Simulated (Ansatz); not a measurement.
Zn₂O. Charge 0, multiplicity 5. Geometry PBE-D4/def2-TZVP.

```xyz
3

Zn   -1.3175   -1.3079    0.7105
Zn    1.3179    1.3079   -0.7099
O    -0.0004    0.0001   -0.0007
```

LC-ωPBE has ω = 0.4 bohr⁻¹. At PBE0-D4/def2-TZVP a broken-symmetry singlet of charge 0 lies 5.00 eV below the quintet, each at its own geometry. The structure comes from a short search, and lower isomers may exist.

(1) Estimate the α-spin orbital energies around the gap (eV) in Ansatz with HF/def2-TZVP, PBE0-D4/def2-TZVP, LC-ωPBE/def2-TZVP, ωB97X-V/def2-TZVP, ωB97M-V/def2-TZVP.

Results:

(1) 
| orbital | HF/def2-TZVP | PBE0-D4/def2-TZVP | LC-ωPBE/def2-TZVP | ωB97X-V/def2-TZVP | ωB97M-V/def2-TZVP |
| --- | --- | --- | --- | --- | --- |
| HOMO−9 | -21.42 | -14.97 | -16.27 | -16.28 | -16.52 |
| HOMO−8 | -21.35 | -14.94 | -16.18 | -16.27 | -16.50 |
| HOMO−7 | -21.31 | -14.92 | -15.99 | -16.12 | -16.39 |
| HOMO−6 | -21.30 | -14.78 | -15.98 | -16.11 | -16.39 |
| HOMO−5 | -17.98 | -12.26 | -15.00 | -14.64 | -14.66 |
| HOMO−4 | -16.93 | -12.13 | -14.78 | -14.59 | -14.52 |
| HOMO−3 | -15.26 | -10.26 | -13.23 | -12.97 | -13.03 |
| HOMO−2 | -10.26 | -7.59 | -10.78 | -10.25 | -10.21 |
| HOMO−1 | -8.22 | -6.63 | -8.57 | -8.12 | -8.25 |
| HOMO | -3.74 | -2.51 | -4.08 | -3.67 | -3.50 |
| LUMO | 0.15 | -1.64 | -0.12 | -0.08 | -0.20 |
| LUMO+1 | 0.26 | -1.06 | -0.04 | 0.03 | -0.04 |
| LUMO+2 | 1.81 | -1.06 | 1.52 | 1.50 | 1.26 |
| LUMO+3 | 1.85 | -0.08 | 1.54 | 1.56 | 1.32 |
| LUMO+4 | 3.46 | 1.33 | 3.15 | 3.14 | 2.78 |
| LUMO+5 | 5.03 | 2.66 | 4.46 | 4.43 | 4.08 |
| β HOMO | -13.74 | -9.40 | -12.49 | -12.08 | -11.99 |
| β LUMO | -1.14 | -4.70 | -2.49 | -2.74 | -2.97 |
